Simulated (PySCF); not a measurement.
C₆H₉Cl.
Numbering: `[CH2:1]=[CH:2]/[C:3](=[CH:4]\[CH3:5])[CH2:6][Cl:7]` (hydrogens: H8, H9 on C1; H10 on C2; H11 on C4; H12, H13, H14 on C5; H15, H16 on C6)

Structure used (GFN2-xTB), in Å, numbered top down from 1:
```xyz
16
C6H9Cl angstrom
C     -2.2095    0.0299   -0.8615
C     -0.9187   -0.2713   -0.7707
C     -0.0350    0.0749    0.3335
C      1.2858   -0.1549    0.3329
C      2.1212   -0.7786   -0.7308
C     -0.6434    0.7491    1.5251
Cl    -0.9729    2.4786    1.1537
H     -2.7883   -0.2674   -1.7192
H     -2.7405    0.5912   -0.1130
H     -0.4624   -0.8244   -1.5792
H      1.8508    0.1400    1.2096
H      2.5552   -1.7077   -0.3587
H      1.5654   -0.9920   -1.6375
H      2.9472   -0.1120   -0.9787
H      0.0351    0.7472    2.3768
H     -1.5974    0.3064    1.8065
```

Computed with PBE0/def2-SVPD in PySCF (dipole) on a GFN2-xTB geometry, gas phase.

Take the most abundant isotopes and a rigid rotor. The values belong to one conformer with, in the numbering `[CH2:1]=[CH:2]/[C:3](=[CH:4]\[CH3:5])[CH2:6][Cl:7]`, C1–C2–C3–C4 -174°, C2–C3–C6–Cl7 -76°.

Question: What are A, B and C (MHz)?

Answer: Ia = 173.11, Ib = 348.77, Ic = 469.22 u·Å²; 505379 MHz·u·Å²/I gives A = 2919, B = 1449, C = 1077 MHz.

Question: Classify the top.

Answer: An asymmetric top; Ray's κ = -0.596.

Question: What does the inertial defect say?

Answer: Not planar: Δ = Ic − Ia − Ib = -52.66 u·Å². For a rigid frame Δ = −2 Σ m c², so Σ m c² = 26.33 u·Å² lies off the ab plane: 7.59 from hydrogen and 18.74 from heavier atoms. The atom farthest from that plane is 1.63 Å away.

Question: Give the other two planar moments, Paa and Pbb, and the rms extents of the mass along the axes.

Answer: Paa = Σ m a² = (Ib + Ic − Ia)/2 = 322.44 and Pbb = Σ m b² = (Ia + Ic − Ib)/2 = 146.78 u·Å². With the mass M = 116.04 u, the rms extents √(P/M) along a, b and c are 1.67, 1.12, 0.48 Å.

Question: Where do the levels up to J = 3 lie, in cm⁻¹?

Answer: Above 0(0,0):
J = 1: 1(0,1) 0.0843, 1(1,1) 0.1333, 1(1,0) 0.1457
J = 2: 2(0,2) 0.2507, 2(1,2) 0.2894, 2(1,1) 0.3266, 2(2,1) 0.4738, 2(2,0) 0.4759
J = 3: 3(0,3) 0.4956, 3(1,3) 0.5224, 3(1,2) 0.5966, 3(2,2) 0.7266, 3(2,1) 0.7366, 3(3,1) 1.0040, 3(3,0) 1.0043

Question: Which types of transition are allowed, and where do some lines up to J = 3 fall?

Answer: The dipole components are |μa| = 2.19 D, |μb| = 0.01 D, |μc| = 1.02 D. Intensities carry the squares of the components, which stand as 1.00 : 0.00 : 0.22 (a : b : c). Some of the stronger lines:

```tsv
type	branch	J(Ka,Kc)	MHz	lower level (cm⁻¹)
a	Q	1(1,0) ← 1(1,1)	372	0.133
c	Q	3(1,3) ← 3(0,3)	804	0.496
a	Q	2(1,1) ← 2(1,2)	1116	0.289
c	Q	1(1,1) ← 1(0,1)	1470	0.084
a	Q	3(1,2) ← 3(1,3)	2225	0.522
a	R	1(0,1) ← 0(0,0)	2526	0.000
c	Q	3(2,2) ← 3(1,2)	3896	0.597
c	R	1(1,0) ← 0(0,0)	4368	0.000
c	Q	2(2,1) ← 2(1,1)	4411	0.327
a	R	2(1,2) ← 1(1,1)	4680	0.133
a	R	2(0,2) ← 1(0,1)	4990	0.084
a	R	2(1,1) ← 1(1,0)	5424	0.146
a	R	3(1,3) ← 2(1,2)	6984	0.289
c	R	2(1,1) ← 1(0,1)	7267	0.084
a	R	3(0,3) ← 2(0,2)	7341	0.251
a	R	3(2,2) ← 2(2,1)	7578	0.474
a	R	3(1,2) ← 2(1,1)	8094	0.327
c	R	2(2,0) ← 1(1,0)	9897	0.146
c	R	2(2,1) ← 1(1,1)	10207	0.133
c	R	3(1,2) ← 2(0,2)	10370	0.251
c	R	3(2,1) ← 2(1,1)	12289	0.327
c	R	3(2,2) ← 2(1,2)	13105	0.289
c	R	3(3,0) ← 2(2,0)	15841	0.476
c	R	3(3,1) ← 2(2,1)	15896	0.474
```

Question: Estimate the classical rotational partition function at 10 K, 100 K and 200 K.

Answer: Point group C1, symmetry number σ = 1; q = (√π/σ)·√((kT/h)³/(ABC)), k/h = 20836.6 MHz/K: 2500 at 10 K, 79000 at 100 K, 223000 at 200 K.

Stationary, but not proved a minimum. Zero-point vibration and centrifugal distortion are left out. A rigid rotor knows nothing of internal rotation, which can split or shift real lines. Quadrupole hyperfine structure (35Cl) is left out.

Time: 35 s wall; peak memory 0.88 GiB. Hardware: one thread of an Arm Neoverse V1, no GPU (shared host). This is the PBE0/def2-SVPD job that gave the dipole, with the excitations it also computed.
